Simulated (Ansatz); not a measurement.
`C[Se][AlH2]`. The species carries charge 0 and has multiplicity 1.

| atom | x (Å) | y (Å) | z (Å) |
| --- | --- | --- | --- |
| C1 | -0.298 | 1.162 | 0.806 |
| Se2 | -1.369 | -0.072 | -0.283 |
| Al3 | 0.309 | -1.459 | -1.024 |
| H4 | -0.671 | 1.124 | 1.827 |
| H5 | -0.421 | 2.165 | 0.403 |
| H6 | 0.752 | 0.879 | 0.784 |
| H7 | 1.784 | -1.140 | -0.538 |
| H8 | -0.086 | -2.658 | -1.975 |

Problem. What are the harmonic wavenumbers in cm⁻¹ at PBE0-D4/def2-TZVP (Ansatz, finite differences of forces, unscaled)? (Best estimate.)

Solution. The calculation gave: 80, 154, 240, 397, 466, 564, 605, 752, 923, 927, 1309, 1464, 1470, 1923, 1950, 3080, 3182, 3184.

Problem. Is this a minimum?

Solution. Yes, all 18 modes are real.

Problem. Give the ideal-gas thermochemistry at 298.15 K and 1 bar (rigid rotor, harmonic oscillator; point group Cs, symmetry number 1).

Solution. Zero-point energy 135.6 kJ/mol; H(298) − E = 153.5 kJ/mol; entropy 324.5 J/(mol·K), of which translation 168.9, rotation 107.3, vibration 48.3; G(298) − E = 56.7 kJ/mol. Modes under 100 cm⁻¹ are hindered rotations or soft bends, so the harmonic entropy is rough.

Problem. And at 400, 500, 600, 800 and 1000 K?

Solution. 
| T (K) | H − E (kJ/mol) | S (J/mol/K) | G − E (kJ/mol) |
| --- | --- | --- | --- |
| 400 | 162.9 | 351.7 | 22.2 |
| 500 | 173.4 | 375.1 | -14.1 |
| 600 | 184.9 | 396.0 | -52.7 |
| 800 | 210.3 | 432.5 | -135.7 |
| 1000 | 238.2 | 463.5 | -225.3 |
